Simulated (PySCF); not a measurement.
A calculated (wB97M-V, PySCF 2.14, x2c-TZVPPall, the spin-free X2C one-electron Hamiltonian (Gaussian nucleus)) atom or ion has these occupied shells.

| shell | electrons | orbital energy (eV) | rms radius, mean of both spins (bohr) |
| --- | --- | --- | --- |
| 1s α | 1 | -14239.5 | 0.0478 |
| 1s β | 1 | -14239.3 | 0.0478 |
| 2s α | 1 | -1918.1 | 0.199 |
| 2s β | 1 | -1918.0 | 0.199 |
| 2p α | 3 | -1696.0 | 0.177 |
| 2p β | 3 | -1695.8 | 0.177 |
| 3s α | 1 | -303.26 | 0.566 |
| 3s β | 1 | -302.99 | 0.566 |
| 3p α | 3 | -231.94 | 0.583 |
| 3p β | 3 | -231.60 | 0.583 |
| 3d α | 5 | -114.74 | 0.614 |
| 3d β | 5 | -114.41 | 0.614 |
| 4s α | 1 | -52.366 | 1.62 |
| 4s β | 1 | -49.156 | 1.62 |
| 4p α | 3 | -35.886 | 1.86 |
| 4p β | 1 | -33.870 | 1.86 |

Task: Name the element and its charge.

Result: Kr²⁺ (krypton, charge +2), in [Ar] 3d10 4s2 4p4, high-spin 3P determinant.
